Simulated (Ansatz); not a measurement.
Frontier orbitals of `[F+]1[GaH2-][F+][GaH2-]1`.

```xyz
8

F    -0.450    0.643   -0.962
Ga    1.234    0.843   -0.014
F     0.450   -0.643    0.962
Ga   -1.234   -0.843    0.014
H     2.345    0.257   -0.925
H     1.105    2.101    0.887
H    -2.345   -0.257    0.925
H    -1.105   -2.101   -0.887
```

Charge 0, multiplicity 1. Correlated methods include outer-core shells of Ga, which these sets cover unevenly. Scalar relativity is left out up to krypton. The structure was optimised at the PBE0-D4/def2-TZVP level. Basis def2-TZVPP, Ansatz.

```tsv
functional	HOMO (eV)	LUMO (eV)
BLYP	-7.35	-1.56
```

Give HOMO and LUMO (eV) with LDA (SPW92), PBE, revPBE, r2SCAN, B97M-V, PBE0, B3LYP, r2SCANh, r2SCAN0, HSE06 (plane-wave form), BHLYP, CAM-B3LYP, LC-ωPBE, ωB97X-V, ωB97M-V, HF. (Estimate.)

The calculation gave: 
```tsv
functional	HOMO	LUMO
LDA (SPW92)	-7.48	-1.90
PBE	-7.42	-1.62
revPBE	-7.38	-1.49
r2SCAN	-7.78	-1.22
B97M-V	-7.90	-1.52
PBE0	-8.77	-0.79
B3LYP	-8.58	-1.07
r2SCANh	-8.27	-0.95
r2SCAN0	-9.00	-0.54
HSE06 (plane-wave form)	-8.36	-1.15
BHLYP	-10.05	-0.05
CAM-B3LYP	-10.19	0.06
LC-ωPBE	-11.54	1.29
ωB97X-V	-11.20	1.13
ωB97M-V	-11.01	0.84
HF	-12.05	2.04
```

B3LYP here is the variant with VWN-RPA as its local correlation; programs differ in this. LC-ωPBE has ω = 0.4 bohr⁻¹. Positive LUMOs are unbound and depend on the basis.
